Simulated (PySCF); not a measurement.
AsF3H2Si. Atoms are numbered in the order given.

```xyz
7

F     -1.4459    -0.7557     1.2969
Si    -0.8677     0.0022     0.0000
F     -1.4459    -0.7557    -1.2969
F     -1.5110     1.4780     0.0000
As     1.4774    -0.0529     0.0000
H      1.5086     1.0075    -1.1022
H      1.5086     1.0075     1.1022
```
Charge 0, spin multiplicity 1.

Geometry: B3LYP-D3(BJ)/def2-SVP.

Calculation: TDDFT-M06-2X/def2-SVPD (PySCF 2.14.0).

Vertical excitations.  State labels are in the subgroup Cs.

```tsv
state	symmetry	energy (eV)	λ (nm)	f	main pairs
S1	A"	6.77	183	0.016	HOMO→LUMO+1 96 %
S2	A'	7.15	173	0.070	HOMO→LUMO 76 %, HOMO→LUMO+2 16 %
S3	A'	7.28	170	0.169	HOMO→LUMO+2 69 %, HOMO→LUMO 14 %
S4	A"	8.27	150	0.000	HOMO−1→LUMO+1 52 %, HOMO→LUMO+4 42 %
S5	A'	8.33	149	0.007	HOMO→LUMO+5 46 %, HOMO−1→LUMO+2 28 %, HOMO→LUMO+3 20 %
S6	A'	8.66	143	0.099	HOMO−1→LUMO 72 %, HOMO−1→LUMO+2 11 %
S7	A"	8.72	142	0.109	HOMO→LUMO+4 46 %, HOMO−1→LUMO+1 25 %, HOMO−2→LUMO+2 23 %
S8	A'	8.77	141	0.358	HOMO−1→LUMO+2 44 %, HOMO−1→LUMO 17 %, HOMO→LUMO+3 11 %
S9	A'	9.13	136	0.034	HOMO→LUMO+3 54 %, HOMO→LUMO+5 26 %
S10	A'	9.50	131	0.010	HOMO→LUMO+6 40 %, HOMO−2→LUMO+1 39 %
T1	A'	5.92	210	0	HOMO→LUMO+2 95 %
T2	A"	5.96	208	0	HOMO→LUMO+1 91 %
T3	A'	6.89	180	0	HOMO→LUMO 79 %
T4	A'	7.33	169	0	HOMO−1→LUMO+2 70 %, HOMO−2→LUMO+1 15 %
```
Triplets are in the Tamm–Dancoff approximation, which puts them higher than full response would, so one can lie above its singlet here.
